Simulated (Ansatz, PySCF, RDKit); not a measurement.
Noncovalent pair: HF (SMILES F) (first 2 atoms) with H4OSi (SMILES O[SiH3]); geometry from B3LYP-D3(BJ)/def2-TZVP.
(charge 0, multiplicity 1):
```xyz
8

F      1.011    -1.028     0.190
H      0.841    -0.834     1.096
O      0.510    -0.473     2.715
Si    -0.693     0.550     3.263
H      1.063    -0.930     3.355
H     -1.664    -0.198     4.092
H     -1.330     1.074     2.043
H     -0.107     1.642     4.071
```

Counterpoise-corrected where a basis set is named; no monomer relaxation. RDKit's UFF carries no charges.

Programs: Ansatz (a quantum-chemistry and plane-wave program); PySCF for the dispersion terms; RDKit for the force fields. Each number belongs to the level named beside it.

Question: One of these levels gives -384.5 meV for the interaction energy. Name it.
A) revPBE-D3(BJ)/def2-TZVPPD
B) UFF
C) PBE-D3(BJ)/def2-TZVPPD

Answer: C, PBE-D3(BJ)/def2-TZVPPD. The others give 4162.6 (UFF), -328.7 (revPBE-D3(BJ)/def2-TZVPPD)
